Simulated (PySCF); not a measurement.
## How the method changes the constants of CsSb⁺

State: ⁴Σ⁻ (quartet), unpaired electrons σ ↑, π ↑↑. Set-up: Cs def2-SVPD with ECP46, Sb def2-SVPD with ECP28; scalar-relativistic core potentials (PySCF 2.14). De refers to Cs⁺ + Sb in their high-spin ground configurations, without counterpoise correction. The functionals are run spin-unrestricted. A positive dipole points towards Sb; it is taken about the centre of mass and depends on that origin.

| Level | Re (Å) | ωe (cm⁻¹) | De (eV) | μ (D) | CPU s a point (SCF and correlation, without the integrals) |
| --- | --- | --- | --- | --- | --- |
| UHF | 4.527 | 27.4 | 0.092 | -8.77 | 0.11 |
| UHF-MP2 | 4.305 | 34.9 | 0.141 | n/a | 0.21 |
| UHF-SCS-MP2 | 4.335 | 33.8 | 0.133 | n/a | n/a |
| PBE | 4.216 | 35.6 | 0.155 | -7.60 | 0.3 |
| revPBE | 4.362 | 30.4 | 0.128 | -8.04 | 0.19 |
| TPSS | 4.267 | 33.7 | 0.135 | -7.81 | 0.4 |
| r²SCAN | 4.255 | 34.4 | 0.133 | -7.87 | 0.37 |
| M06-L | 4.173 | 42.6 | 0.125 | -7.56 | 0.39 |
| PBE0 | 4.225 | 34.8 | 0.138 | -7.75 | 0.62 |
| LC-ωPBE | 4.264 | 32.4 | 0.114 | -8.01 | 0.43 |

**Question.** What does a quarter of exact exchange do here, going from PBE to PBE0?

**Answer.** PBE0 less PBE: +0.9 pm in Re, -2.2 % in ωe, -0.02 eV in De. Exact exchange removes part of the self-interaction that spreads semilocal densities, and in most molecules shortens and stiffens the bond and lowers De; here Re goes the other way.

**Question.** What does the step from GGA to meta-GGA do here, going from PBE to r²SCAN?

**Answer.** r²SCAN less PBE: +3.9 pm in Re, -3.4 % in ωe, -0.02 eV in De. 

Correlated steps freeze 4 core orbitals. The bond is weak. Basis-set superposition, not corrected here, can be much of De in a small basis, most of all at correlated wavefunction levels. Spin–orbit coupling is left out, which matters for elements this heavy, above all for dissociation energies. For an ion De counts to the pair picked by the measured ionisation energies or electron affinities, which need not be the lowest pair at this level. The state is the lowest determinant that a PBE0 search found; another state may lie lower at other levels.

The whole job (state search and all levels along the bond) took about 0.97 min on 1 thread of Intel Xeon 6975P-C (shared host), peak memory 0.89 GiB.
